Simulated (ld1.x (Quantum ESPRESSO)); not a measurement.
**Reading a pseudo-wave (Pt (Z = 78))**

Columns: radius, all-electron u(r) and pseudo u(r) of the 6p shell (level -0.96 eV) of platinum in the configuration [Xe] 4f14 5d9 6s1 6p0; LDA (PZ), scalar-relativistic, ultrasoft scheme, ld1.x (Quantum ESPRESSO) 7.5.

```
r (bohr)  all-electron  pseudo
   0.200       -0.0185  0.0056
   0.400        0.0936  0.0220
   0.600       -0.0764  0.0483
   0.800       -0.1761  0.0831
   1.000       -0.1601  0.1244
   1.200       -0.0802  0.1701
   1.400        0.0204  0.2179
   1.600        0.1191  0.2655
   1.800        0.2063  0.3110
   2.000        0.2793  0.3527
   2.200        0.3384  0.3891
   2.400        0.3848  0.4196
   2.600        0.4202  0.4439
   2.800        0.4463  0.4619
   3.000        0.4644  0.4742
   3.200        0.4759  0.4815
   3.400        0.4818  0.4845
   3.600        0.4832  0.4841
   3.800        0.4807  0.4808
   4.000        0.4751  0.4751
   4.200        0.4669  0.4669
   4.400        0.4568  0.4568
   4.600        0.4450  0.4450
   4.800        0.4320  0.4320
   5.000        0.4181  0.4181
   5.200        0.4035  0.4035
```

Problem. How many radial nodes do the two functions have?

Solution. The all-electron 6p function has n − l − 1 = 4 (the table is too coarse to show those close to the nucleus); the pseudo-wave has 0, since the states of the same l below it are removed with the core.

Problem. At about which radius was the pseudo-wave matched?

Solution. 4.00 bohr, where the columns begin to agree (steps of 0.20 bohr).

Problem. Is the pseudo-wave norm-conserving?

Solution. No, it belongs to an ultrasoft set: the norm inside the radius is not constrained, and the difference is carried by the augmentation charge.
